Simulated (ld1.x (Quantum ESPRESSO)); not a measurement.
**What one change does to a pseudopotential (Sn (Z = 50), TM)**

Sn, norm-conserving Troullier–Martins (Kleinman–Bylander form), made with ld1.x (Quantum ESPRESSO) 7.5 (PBE, scalar-relativistic). Core [Kr], reference 4d10 5s1.75 5p2.25. Waves: 5p (bound): rc 2.55 bohr; 4d (bound): rc 0.90 bohr; 4f channel at 0.05 Ry: rc 2.40 bohr; 5s (bound): rc 1.60 bohr. Local part: the s channel. Core correction: Bessel-smoothed model core inside 0.55 bohr.

All-electron outer shells of the reference configuration (PBE, scalar-relativistic, ld1.x):

```json
{"shell": "4s", "level (eV)": "-134.33", "outermost node (bohr)": "0.40", "outermost maximum (bohr)": "0.74"}
{"shell": "4p", "level (eV)": "-90.10", "outermost node (bohr)": "0.41", "outermost maximum (bohr)": "0.79"}
{"shell": "4d", "level (eV)": "-26.22", "outermost node (bohr)": "0.39", "outermost maximum (bohr)": "0.88"}
{"shell": "5s", "level (eV)": "-10.77", "outermost node (bohr)": "0.98", "outermost maximum (bohr)": "2.01"}
{"shell": "5p", "level (eV)": "-3.86", "outermost node (bohr)": "1.09", "outermost maximum (bohr)": "2.55"}
```

Change: wave 4d (bound): rc 0.90 bohr becomes 4d (bound): rc 0.98 bohr.

Cutoffs: the cutoffs (Ry, on a coarse ladder) from which the occupation-weighted sum of valence levels, in a spherical-Bessel basis at the reference potential, stays within 10 and 1 mRy of its value at 400 Ry; they do not see the model core or the augmentation charge, which bear on the density cutoff. Errors are all-electron minus pseudo energies relative to the spin-unpolarised reference configuration.

Task: Predict the effect on cutoff, ghosts and configuration errors.

Result: The potential gets softer (160 Ry and 300 Ry → 110 Ry and 140 Ry); the number of tests with a reliable result goes from 6 to 7; the errors of the 6 common tests hardly move; neither file shows a bound ghost. A larger radius leaves more room for a smooth pseudo-wave, so fewer plane waves are needed.

```csv
quantity,base,changed
"cutoff, loose",160 Ry,110 Ry
"cutoff, tight",300 Ry,140 Ry
loose cutoff by channel (10 mRy a level),"p 8 Ry, d 100 Ry, s 30 Ry","p 8 Ry, d 90 Ry, s 30 Ry"
bound ghosts,none,none
tests with a reliable result,6 of 7,7 of 7
"error for 4d10 5s2 5p1, meV [ΔE 5.15 eV]",-2.4,-2.4
"error for 4d10 5s2 5p0, meV [ΔE 19.11 eV]",-9.4,-9.5
"error for 4d10 5s2 5p2.3, meV [ΔE -2.57 eV]",+0.5,+0.5
"error for 4d10 5s1 5p0, meV [ΔE 50.08 eV]",-17,-16
"error for 4d9 5s2 5p3, meV [ΔE 22.74 eV]",-299,-300
"error for 4d10 5s1 5p3, meV [ΔE 5.26 eV]",-1.5,-1.5
s: phases at 2.74 bohr within 0.05 rad from the reference energy up to (Ry; the scan ends near 5),1.4,1.4
p: phases at 2.74 bohr within 0.05 rad from the reference energy up to (Ry; the scan ends near 5),3.8,3.8
d: phases at 2.74 bohr within 0.05 rad from the reference energy up to (Ry; the scan ends near 5),0.3,0.3
f: phases at 2.74 bohr within 0.05 rad from the reference energy up to (Ry; the scan ends near 5),1.4,1.4
```
